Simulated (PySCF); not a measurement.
**Electronic structure of Cl⁺ (chlorine, charge +1) at the UHF level**

Configuration: [Ne] 3s2 3p4, high-spin 3P determinant. All numbers are calculated (PySCF 2.14, the spin-free X2C one-electron Hamiltonian (Gaussian nucleus), in cc-pVTZ-DK).

| Quantity | Value |
| --- | --- |
| Total energy | -460.462207 hartree |
| One-electron energy | -629.1980 hartree |
| Hartree (Coulomb) energy | 196.1328 hartree |
| Exchange energy | -27.3970 hartree |
| ⟨S²⟩ | 2.0102 |
| ⟨L²⟩ | 2.035 |
| Sum of ⟨r⟩ | 13.33 bohr |
| Sum of ⟨r²⟩ | 20.68 bohr² |
| Traceless quadrupole moment −½Σ⟨3z² − r²⟩ along its main axis | -1.45 e·bohr² |
| Langevin diamagnetic susceptibility | -16.4 ×10⁻⁶ cm³/mol |
| Time after the integrals | 0.14 s of wall time on 1 thread of Intel(R) Xeon(R) Platinum 8259CL CPU @ 2.50GHz (shared host) |

| shell | electrons | mean orbital energy (eV) | spread (eV) | rms radius, mean of both spins (bohr) |
| --- | --- | --- | --- | --- |
| 1s α | 1 | -2877.5 | 0 | 0.105 |
| 1s β | 1 | -2876.9 | 0 | 0.105 |
| 2s α | 1 | -303.53 | 0 | 0.478 |
| 2s β | 1 | -302.85 | 0 | 0.478 |
| 2p α | 3 | -232.98 | 0.747 | 0.451 |
| 2p β | 3 | -231.77 | 0.572 | 0.451 |
| 3s α | 1 | -43.748 | 0 | 1.62 |
| 3s β | 1 | -36.805 | 0 | 1.62 |
| 3p α | 3 | -26.349 | 2.259 | 1.85 |
| 3p β | 1 | -23.624 | 0 | 1.85 |

Densities and radii are taken from the X2C orbitals without a picture-change correction, which distorts them close to the nucleus.
